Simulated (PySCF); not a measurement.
# Hg (mercury, neutral): UHF calculation

Configuration: [Xe] 4f14 5d10 6s1 6p1, high-spin 3P determinant (an excited configuration). Calculation: PySCF 2.14, in aug-cc-pVTZ-PP with ECP60MDF (6s6p5d3f2g, 88 functions); scalar relativity through the core potential.

```
Total energy                                                  : -152.405317 hartree
One-electron energy                                           : -268.5457 hartree
Hartree (Coulomb) energy                                      : 129.1442 hartree
Exchange energy                                               : -13.0038 hartree
⟨S²⟩                                                          : 2.0053
⟨L²⟩                                                          : 2.040
Sum of ⟨r⟩                                                    : 29.85 bohr
Sum of ⟨r²⟩                                                   : 62.44 bohr²
Traceless quadrupole moment −½Σ⟨3z² − r²⟩ along its main axis : -7.87 e·bohr²
```

| shell | electrons | mean orbital energy (eV) | spread (eV) | rms radius, mean of both spins (bohr) |
| --- | --- | --- | --- | --- |
| 5s α | 1 | -139.89 | 0 | 0.980 |
| 5s β | 1 | -139.72 | 0 | 0.980 |
| 5p β | 3 | -84.584 | 0.217 | 1.12 |
| 5p α | 3 | -84.548 | 0.062 | 1.12 |
| 5d α | 5 | -18.474 | 0.151 | 1.59 |
| 5d β | 5 | -18.129 | 0.382 | 1.59 |
| 6s α | 1 | -11.773 | 0 | 2.99 |
| 6p α | 1 | -5.030 | 0 | 4.32 |

Energies and moments cover only the electrons outside the core potential. Spin-orbit coupling, absent here, splits the open shell strongly.
